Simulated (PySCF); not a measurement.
**Magnetisability: SMILES C1CC(=NNC=O)C1, C$_{5}$H$_{8}$N$_{2}$O**

Geometry:
```csv
atom,x (Å),y (Å),z (Å)
O1,1.673,-1.550,1.330
C2,2.457,-0.851,0.739
N3,2.209,0.350,0.169
N4,1.045,1.085,0.195
C5,-0.098,0.555,0.134
C6,-0.720,-0.800,-0.045
C7,-2.100,-0.119,-0.078
C8,-1.426,1.248,0.152
H9,3.523,-1.122,0.609
H10,2.992,0.923,-0.117
H11,-0.417,-1.302,-0.964
H12,-0.542,-1.482,0.785
H13,-2.773,-0.429,0.718
H14,-2.615,-0.204,-1.032
H15,-1.658,1.722,1.104
H16,-1.558,1.984,-0.639
```

Method used: PySCF 2.14.0, GIAO BHandHLYP/pcSseg-1 magnetisability, rotational g tensor and spin-rotation constants, non-relativistic, gas phase. Geometry: GFN2-xTB.

Problem. How diamagnetic is it, and how anisotropic?

Solution. Isotropic -1019 × 10⁻³⁰ J/T², or -61.4 × 10⁻⁶ cm³/mol; principal values -1104, -1022, -930 × 10⁻³⁰ J/T², anisotropy 151 × 10⁻³⁰ J/T² (root of half the summed squared differences of the principal values). The susceptibility is in cgs units.

Problem. Split it along the inertial axes a, b, c into diamagnetic and paramagnetic parts about the centre of mass, with the quadrupole moment.

Solution. 
```csv
axis,χ (10⁻⁶ cm³/mol),diamagnetic (10⁻⁶ cm³/mol),paramagnetic (10⁻⁶ cm³/mol),summed x² of all electrons (Å²),quadrupole Θ (D Å)
a,-60.6,-366.5,306.0,196.6,+9.98
b,-58.6,-918.7,860.1,66.5,-8.17
c,-64.8,-1116.0,1051.2,19.9,-1.81
```
Anisotropies 2χaa − χbb − χcc = +2.4 and 2χbb − χaa − χcc = +8.1 × 10⁻⁶ cm³/mol. Θ is traceless in Buckingham's convention.

Problem. And the rotational g tensor?

Solution. 
| axis | rotational constant (GHz) | g | nuclear part | electronic part |
| --- | --- | --- | --- | --- |
| a | 4.4847 | -0.0568 | 0.5878 | -0.6446 |
| b | 1.4613 | -0.0125 | 0.5779 | -0.5905 |
| c | 1.1744 | -0.0087 | 0.5713 | -0.5800 |

Asymmetric top; isotopes 12C, 1H, 14N, 16O; no vibrational averaging.
